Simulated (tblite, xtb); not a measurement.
HO (SMILES [OH]), doublet, geometry from GFN2-xTB. Base run: GFN1-xTB (xtb 6.7.1).

Geometry (Å):
```xyz
2

O      0.0000     0.0000    -0.1070
H      0.0000     0.0000     0.8563
```
Charge 0, spin multiplicity 2.
All else is at xtb's defaults.
Base energy -5.06862 Eh.

Programs used: tblite, xtb; a row that names a program was run with it.

The base run was repeated with changes; each row names its change, and settings that it needs were set with it.

```csv
change,ΔE vs base (kJ/mol),dipole (D),G_solv (kcal/mol),SCF cycles
base,0.00,2.50,-,6
etemp = 5000,-54.7,2.50,-,6
"program = tblite; method = gfn1; option = (--alpb, water)",-31.1,-,-,-
alpb = water,-32.7,2.72,-9.26,6
alpb = ch2cl2,-8.02,2.58,-2.11,6
"program = tblite; method = gfn1; option = (--efield, 0,0,0.1)",-5.04,-,-,-
acc = 0.0001,0.00,2.50,-,8
```

ALPB and GBSA are two models with their own fitted parameters for each solvent, which aren't always the measured dielectric constant.
